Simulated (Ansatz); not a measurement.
A nudged elastic band was laid between two geometries of C₂H₃BINO (9 atoms, charge 0, multiplicity 1).

Theory: Ansatz 0.2.0, RKS B3LYP/def2-SVP.

- movable images: 7
- climbing image: yes
- spring: 5.0 eV/Å²
- optimiser: quadratic models (default)
- start path: IDPP
- force threshold: 0.03 eV/Å
- iteration limit: 60
- end points: relaxed

Image 0:

```xyz
9
Properties=species:S:1:pos:R:3
N 0.697 -1.574 0.028
C 0.163 -0.349 -0.001
C -0.739 0.417 0.705
B -0.350 1.410 -0.360
I -0.729 3.401 -1.019
O 0.578 0.505 -1.021
H 1.372 -1.838 -0.679
H 0.436 -2.238 0.744
H -1.340 0.219 1.585
```

Image 8:

```xyz
9
Properties=species:S:1:pos:R:3
N 0.697 -1.574 0.028
C 0.163 -0.349 -0.001
C -0.739 0.417 0.705
B -0.351 1.411 -0.360
I -0.728 3.401 -1.019
O 0.577 0.505 -1.021
H 0.437 -2.238 0.744
H 1.373 -1.837 -0.679
H -1.340 0.219 1.586
```

What changes between the two ends?

No bond is made or broken. The dihedral H7–N1–C2–O6 goes from 0 to 180°. The two ends are copies of one structure, up to a mirror image or an exchange of like atoms.

Give the energies along the band, and the barrier.

The forces met the threshold. The highest image is number 4 of 0 to 8, 0.56 eV above the ends, which have the same energy within 2 meV. A vibrational analysis at the climbing image gives one clearly imaginary mode, 304i cm⁻¹: a first-order saddle point.

| image | path coordinate (Å) | energy (eV) | dihedral H7–N1–C2–O6 (°) |
| --- | --- | --- | --- |
| 0 | 0.00 | 0.00 | 0 |
| 1 | 0.49 | 0.06 | 6 |
| 2 | 0.99 | 0.28 | 17 |
| 3 | 1.48 | 0.49 | 35 |
| 4 | 1.98 | 0.56 | 59 |
| 5 | 2.46 | 0.49 | 87 |
| 6 | 2.95 | 0.29 | 120 |
| 7 | 3.44 | 0.06 | 155 |
| 8 | 3.93 | 0.00 | 180 |

What is the geometry of the highest image?


```xyz
9
Properties=species:S:1:pos:R:3
N 0.660 -1.657 0.244
C 0.144 -0.379 0.129
C -0.415 0.557 0.912
B -0.464 1.328 -0.447
I -1.113 3.205 -1.210
O 0.125 0.304 -1.181
H 1.636 -1.674 -0.065
H 0.154 -2.298 -0.374
H -0.640 0.568 1.974
```

What are the harmonic wavenumbers there?

304i, 70, 178, 269, 435, 439, 618, 634, 774, 783, 821, 943, 1088, 1186, 1191, 1264, 1600, 1725, 3290, 3463, 3525 cm⁻¹.

Time of the run: 4.4 min on 2 threads of Intel(R) Xeon(R) Platinum 8488C (Sapphire Rapids), on a shared host, peak memory 0.3 GiB.
